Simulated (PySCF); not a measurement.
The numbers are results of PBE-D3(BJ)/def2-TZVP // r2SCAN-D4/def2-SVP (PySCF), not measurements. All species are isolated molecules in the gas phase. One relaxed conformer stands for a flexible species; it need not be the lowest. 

Reference species: [Y(F)2(NH2)] (neutral, multiplicity 1).

```json
{
 "HOMO–LUMO gap": "3.19 eV",
 "mean_distance_from_the_central_atom_to_its_bonded_neighbours": "2.052 Å",
 "LUMO": "-2.64 eV"
}
```

Changed species: [Y(F)3] (0 of 3 F replaced by NH2; the reference has 1 of 3 F replaced by NH2).

Q: Predict the effect on the HOMO–LUMO gap, mean distance from the central atom to its bonded neighbours and LUMO.

A: the HOMO–LUMO gap rises by 2.22 eV, to 5.41 eV; the mean distance from the central atom to its bonded neighbours drops by 0.052 Å, to 2.000 Å; the LUMO falls by 0.51 eV, to -3.15 eV.
